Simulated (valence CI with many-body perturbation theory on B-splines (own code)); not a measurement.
# Ladder of approximations for La L

Computed by valence CI with perturbative core correlation (CI+MBPT): six valence electrons over a frozen Dirac-Fock core [He], a basis of 9 s, 9 p, 8 d, 6 f, 3 g, 1 h functions for each j, with the one-electron correlation potential Σ1 (screened to all orders), the two-electron term Σ2, the three-electron term Σ3, Breit, model QED; selected single and double excitations, second order for the rest, scaled by the run's own slope (own B-spline code, finite nucleus).

The last digits are not significant, and no measured levels were compared; by estimate large intervals hold to a few tenths of a per cent, small ones and those within an open d or f shell to about a per cent. Among the levels kept, up to 2300 cm⁻¹ of a level comes from second order outside the variational space, and about a tenth of that is noise between levels of different J, which matters for small intervals.

Each rung adds one term. CI alone is the Dirac-Coulomb CI over the frozen core; QED comes last and gives the full result, which names the levels. Energies are above (2s^2 2p1/2^2 2p3/2^2) J=2 on the same rung, in Ry.

Levels are named by their leading jj configuration (3d3/2^4 stands for four electrons in 3d with j = 3/2), which in mixed levels can hold well under half, so a name can repeat and another be missing. Letters in brackets count levels of one name in rising energy.

```
                          Level  CI alone    + Σ1    + Σ2    + Σ3  + Breit    Full
     (2s^2 2p1/2^2 2p3/2^2) J=0      2.77    2.77    2.78    2.78     3.03    3.03
       (2s^2 2p1/2 2p3/2^3) J=1     31.60   31.60   31.61   31.60    31.28   31.33
       (2s^2 2p1/2 2p3/2^3) J=2     33.11   33.12   33.12   33.12    32.54   32.60
       (2s 2p1/2^2 2p3/2^3) J=2     52.40   52.39   52.37   52.36    52.36   51.89
       (2s 2p1/2^2 2p3/2^3) J=1     56.58   56.57   56.54   56.52    56.59   56.13
             (2s^2 2p3/2^4) J=0     65.67   65.69   65.71   65.70    64.94   65.04
         (2s 2p1/2 2p3/2^4) J=0     84.63   84.62   84.61   84.60    84.25   83.84
         (2s 2p1/2 2p3/2^4) J=1     87.16   87.16   87.14   87.12    86.65   86.25
          (2p1/2^2 2p3/2^4) J=0    111.29  111.27  111.22  111.18   111.30  110.39
    (2s^2 2p1/2^2 2p3/2 3s) J=2    368.09  368.11  368.11  368.10   367.72  367.83
    (2s^2 2p1/2^2 2p3/2 3s) J=1    368.58  368.60  368.60  368.59   368.23  368.33
 (2s^2 2p1/2^2 2p3/2 3p1/2) J=1    374.10  374.11  374.12  374.11   373.93  373.88
 (2s^2 2p1/2^2 2p3/2 3p1/2) J=2    374.30  374.32  374.32  374.31   374.06  374.02
 (2s^2 2p1/2^2 2p3/2 3p3/2) J=3    383.26  383.28  383.28  383.27   382.86  382.83
 (2s^2 2p1/2^2 2p3/2 3p3/2) J=1    383.24  383.26  383.27  383.26   382.87  382.84
 (2s^2 2p1/2^2 2p3/2 3p3/2) J=2    384.71  384.73  384.73  384.72   384.35  384.32
 (2s^2 2p1/2^2 2p3/2 3p3/2) J=0    385.96  385.98  385.99  385.98   385.71  385.67
 (2s^2 2p1/2^2 2p3/2 3d3/2) J=2    389.75  389.77  389.78  389.77   389.38  389.34
 (2s^2 2p1/2^2 2p3/2 3d3/2) J=3    390.25  390.27  390.29  390.27   389.82  389.77
 (2s^2 2p1/2^2 2p3/2 3d3/2) J=1    390.37  390.39  390.40  390.39   390.01  389.97
 (2s^2 2p1/2^2 2p3/2 3d3/2) J=0    390.34  390.36  390.38  390.37   390.11  390.07
 (2s^2 2p1/2^2 2p3/2 3d5/2) J=4    392.37  392.39  392.40  392.39   391.87  391.83
 (2s^2 2p1/2^2 2p3/2 3d5/2) J=2    392.95  392.97  392.98  392.97   392.48  392.44
 (2s^2 2p1/2^2 2p3/2 3d5/2) J=3    393.92  393.94  393.95  393.94   393.40  393.36
 (2s^2 2p1/2^2 2p3/2 3d5/2) J=1    394.40  394.42  394.42  394.41   393.97  393.94
(2s^2 2p1/2 2p3/2^2 3s) J=2 [a]    398.74  398.77  398.78  398.77   397.93  398.09
(2s^2 2p1/2 2p3/2^2 3s) J=1 [a]    399.38  399.40  399.41  399.40   398.56  398.72
    (2s^2 2p1/2 2p3/2^2 3s) J=3    400.70  400.73  400.74  400.73   399.56  399.71
(2s^2 2p1/2 2p3/2^2 3s) J=2 [b]    401.09  401.12  401.13  401.11   399.98  400.13
    (2s^2 2p1/2 2p3/2^2 3s) J=0    402.76  402.79  402.81  402.79   402.06  402.21
(2s^2 2p1/2 2p3/2^2 3s) J=1 [b]    403.01  403.04  403.05  403.04   402.27  402.43
```

How does the ionisation energy move along the ladder, and which term matters most?

CI alone 9192.1, + Σ1 9192.4, + Σ2 9192.7, + Σ3 9192.5, + Breit 9185.2, + QED 9184.6 eV. The largest step is Breit, -7.4 eV. NIST lists 9184 ± 4 eV (theoretical).
